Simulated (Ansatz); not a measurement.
Molecule: MgCl2, charge -1, multiplicity 2. 
Structure (B3LYP-D3(BJ)/def2-TZVP (Ansatz, a program for electronic structure) minimum search):
```
Mg
Cl 1 2.3229
Cl 1 2.3229 2 118.79
```
Charge -1, spin multiplicity 2.

### Question
Give the harmonic wavenumbers at B3LYP-D3(BJ)/def2-TZVP (Ansatz, finite differences of forces, unscaled).

### Answer
107, 313, 392 cm⁻¹. Zero-point energy 1.2 kcal/mol.

### Question
From these and the geometry, give the ideal-gas thermochemistry at 298.15 K and 1 atm (rigid rotor, harmonic oscillator).

### Answer
Point group C2v, rotational symmetry number 2. Rotational constants 19.96, 1.783, 1.637 GHz. S(trans) 39.57, S(rot) 24.74, S(vib) 5.66, S(elec, spin only) 1.38, S 71.3 cal/(mol K). H(298) - H(0) 3.27 kcal/mol; G - E(el) -16.8 kcal/mol.
